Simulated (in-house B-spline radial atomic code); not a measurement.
Ionising Mo6+ with different functionals

Computed with a radial B-spline atomic code at the basis-set limit: non-relativistic Hamiltonian, point nucleus, spin-polarised at highest spin, spherical fractional occupations for the functionals, and exact exchange of hybrids averaged over the configuration. The ionisation energy is the difference of two self-consistent energies, [Ar] 3d10 4s2 4p6 → [Ar] 3d10 4s2 4p5, without Breit or QED terms; ε is the level of the shell that loses the electron (its least bound occupied spin orbital). There is no spin-orbit coupling in this Hamiltonian.

```json
{"method": "PBE0", "rung": "global hybrid", "ΔSCF (eV)": "125.78", "-ε(4p) (eV)": "119.19"}
{"method": "B3LYP", "rung": "global hybrid", "ΔSCF (eV)": "?", "-ε(4p) (eV)": "?"}
{"method": "TPSSh", "rung": "global hybrid", "ΔSCF (eV)": "125.90", "-ε(4p) (eV)": "117.89"}
{"method": "M06-2X", "rung": "global hybrid", "ΔSCF (eV)": "125.56", "-ε(4p) (eV)": "121.50"}
{"method": "BHandHLYP", "rung": "global hybrid", "ΔSCF (eV)": "?", "-ε(4p) (eV)": "?"}
{"method": "r2SCAN0", "rung": "global hybrid", "ΔSCF (eV)": "126.23", "-ε(4p) (eV)": "119.73"}
{"method": "B97-1", "rung": "global hybrid", "ΔSCF (eV)": "125.73", "-ε(4p) (eV)": "118.74"}
{"method": "HSE06", "rung": "range-separated hybrid", "ΔSCF (eV)": "125.72", "-ε(4p) (eV)": "118.71"}
{"method": "wB97X", "rung": "range-separated hybrid", "ΔSCF (eV)": "125.55", "-ε(4p) (eV)": "121.65"}
{"method": "CAM-B3LYP", "rung": "range-separated hybrid", "ΔSCF (eV)": "125.69", "-ε(4p) (eV)": "120.59"}
{"method": "LC-wPBE", "rung": "range-separated hybrid", "ΔSCF (eV)": "125.70", "-ε(4p) (eV)": "121.98"}
```

(1) What does B3LYP give?

(2) What does BHandHLYP give?

(3) Among the functionals, which spreads more, the ΔSCF values or the orbital energies?

(4) How do they compare with the NIST value?

## Answers

(1) ΔSCF 125.74 eV, and -ε(4p) = 118.63 eV.

(2) ΔSCF 125.70 eV, and -ε(4p) = 121.53 eV.

(3) The orbital energies: ΔSCF values span about 0.68 eV and the orbital energies 4.09 eV; here energy differences depend much less on the functional than eigenvalues do.

(4) NIST lists 125.64 eV ± 0.025 (semi-empirical, ground level to ground level). Errors run from -0.09 to +0.59 eV; CAM-B3LYP is closest (+0.05 eV), though others lie within the uncertainty of it, and part of that can be cancellation, since the calculations leave out relativity, Breit-QED terms, multiplet and fine-structure energies.
